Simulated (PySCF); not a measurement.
# Krypton: a sound run and one with changed settings

Sound run: Kr(2+) [Ar] 3d10 4s2 4p4, Kr(3+) [Ar] 3d10 4s2 4p3. Computed with PySCF 2.14 in jorge-DZP-DKH, with scalar relativity by spin-free X2C-1e. In the sound run the correlated levels freeze [Ar] 3d10. The sound run starts from symmetry-adapted Hartree-Fock orbitals and uses a fine grid where one is needed.

Changed run: the non-relativistic Hamiltonian (point nucleus). This setting is unsound on purpose.

```json
{"species": "Kr(2+)", "method": "UHF", "sound run (hartree)": "-2786.66918", "changed run (hartree)": "-2742.21998", "converged": "yes"}
{"species": "Kr(2+)", "method": "M06-L", "sound run (hartree)": "-2788.34932", "changed run (hartree)": "-2743.81665", "converged": "yes"}
{"species": "Kr(2+)", "method": "B3LYP", "sound run (hartree)": "-2788.48013", "changed run (hartree)": "-2743.94542", "converged": "yes"}
{"species": "Kr(2+)", "method": "MP2", "sound run (hartree)": "-2786.70492", "changed run (hartree)": "-2742.25535", "converged": "yes"}
{"species": "Kr(2+)", "method": "CCSD(T)", "sound run (hartree)": "-2786.71104", "changed run (hartree)": "-2742.26150", "converged": "yes"}
{"species": "Kr(3+)", "method": "UHF", "sound run (hartree)": "-2785.41428", "changed run (hartree)": "-2740.96612", "converged": "yes"}
{"species": "Kr(3+)", "method": "M06-L", "sound run (hartree)": "-2787.05803", "changed run (hartree)": "-2742.52564", "converged": "yes"}
{"species": "Kr(3+)", "method": "B3LYP", "sound run (hartree)": "-2787.17095", "changed run (hartree)": "-2742.63762", "converged": "yes"}
{"species": "Kr(3+)", "method": "MP2", "sound run (hartree)": "-2785.44442", "changed run (hartree)": "-2740.99591", "converged": "yes"}
{"species": "Kr(3+)", "method": "CCSD(T)", "sound run (hartree)": "-2785.45014", "changed run (hartree)": "-2741.00167", "converged": "yes"}
```

Ionisation energy of Kr(2+):

| method | sound run (eV) | changed run (eV) |
| --- | --- | --- |
| UHF | 34.148 | 34.119 |
| M06-L | 35.138 | 35.130 |
| B3LYP | 35.625 | 35.587 |
| MP2 | 34.300 | 34.271 |
| SCS-MP2 | 34.306 | 34.277 |
| CCSD | 34.307 | 34.278 |
| CCSD(T) | 34.311 | 34.282 |

Most of the change in total energy is the relativistic energy itself. On top of that the contraction fixes the core shape for the Hamiltonian it was made with, so the changed run is not a good calculation with the other Hamiltonian either.

For comparison, NIST gives 35.838 ± 0.02 eV between the lowest levels.
